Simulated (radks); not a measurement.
Results of a calculation; reference values are marked as such.
P+, 14 electrons, occupied as [Ne] 3s0.5 3p3.5 (fractional occupations, a model configuration).

Level of theory: non-relativistic Kohn-Sham, BLYP, spin-polarised, spherical densities, point nucleus; open shells are filled with parallel spins first (a radial shooting solver on a logarithmic mesh with Libxc functionals).

Energy parts (hartree):
total: -340.44641
kinetic: 340.04182
electron-nucleus: -804.70124
Hartree: 147.06664
exchange-correlation: -22.85364

Orbitals (lengths in bohr, moments of r in powers of bohr; r(max) is where P^2 peaks; r(90%) holds 90 % of the orbital's charge):
| orbital | occ. | eigenvalue (hartree) | r(max) | r(90%) | <r> | <r^2> |
|---|---|---|---|---|---|---|
| 1s up | 1 | -76.87280 | 0.06802 | 0.186 | 0.1040 | 0.01454 |
| 1s down | 1 | -76.85678 | 0.06802 | 0.186 | 0.1040 | 0.01454 |
| 2s up | 1 | -6.81119 | 0.4203 | 0.820 | 0.5219 | 0.3248 |
| 2s down | 1 | -6.79487 | 0.4206 | 0.820 | 0.5218 | 0.3245 |
| 2p up | 3 | -5.03666 | 0.3538 | 0.812 | 0.4855 | 0.2960 |
| 2p down | 3 | -5.01574 | 0.3543 | 0.812 | 0.4854 | 0.2955 |
| 3s up | 0.5 | -0.92161 | 1.533 | 2.68 | 1.789 | 3.682 |
| 3s down | 0 | -0.81344 | 1.523 | 2.76 | 1.817 | 3.834 |
| 3p up | 3 | -0.58179 | 1.711 | 3.16 | 2.061 | 4.971 |
| 3p down | 0.5 | -0.48361 | 1.738 | 3.39 | 2.168 | 5.575 |

The highest occupied level is 3p down at -13.160 eV. The configuration is held as typed, so some empty levels lie below it. Virial ratio -V/T = 2.00119. The density falls to 0.001 e/bohr^3 at r = 3.92 bohr.
